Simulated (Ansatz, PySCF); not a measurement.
CH3Cl2In, SMILES [CH3][In]([Cl])[Cl]. Atoms are numbered in the order given.

```xyz
7

In    -0.1664     0.1666    -0.1297
Cl     2.0160    -0.3736    -0.8612
Cl    -0.7048    -0.9388     1.8896
C     -1.4999     1.4997    -1.1774
H     -2.4188     1.6232    -0.5903
H     -1.7253     1.0598    -2.1586
H     -0.9921     2.4645    -1.3112
```

Geometry optimised at B3LYP-D3(BJ)/def2-SVP. The structure was generated by enumeration; whether it is a known compound was not checked. The def2 effective core potentials stand for the cores of In; spin–orbit coupling is left out.

Vertical ionisation energy (IE) and electron affinity (EA) in eV. Rows of orbital energies are one-electron estimates. Where ΔSCF, EOM or ADC give a negative EA the extra electron is unbound and the value depends on the basis.

```csv
level,IE,EA
"−ε(HOMO), −ε(LUMO), r2SCAN/def2-TZVP (PySCF)",?,?
"−ε(HOMO), −ε(LUMO), PBE/def2-TZVP (PySCF)",7.24,2.78
"ΔSCF, CAM-B3LYP/def2-SVPD (Ansatz), final states of multiplicity 2 and 2",10.81,0.54
"ΔSCF, PBE/def2-SVPD (Ansatz), final states of multiplicity 2 and 2",10.12,0.64
```

Question: What belongs in the gaps? (An estimate is asked for; the answer gives what the named calculation found.)

Answer: 
- −ε(HOMO), −ε(LUMO), r2SCAN/def2-TZVP (PySCF), IE: 7.56
- −ε(HOMO), −ε(LUMO), r2SCAN/def2-TZVP (PySCF), EA: 2.56

Question: What vertical singlet–triplet gap does ΔSCF give with CAM-B3LYP/def2-SVPD (Ansatz, a first-principles code) and with PBE/def2-SVPD (Ansatz)? (The exact figures need the calculation; the answer reports its results.)

Answer: 4.89 and 4.28 eV (triplet above singlet where positive).
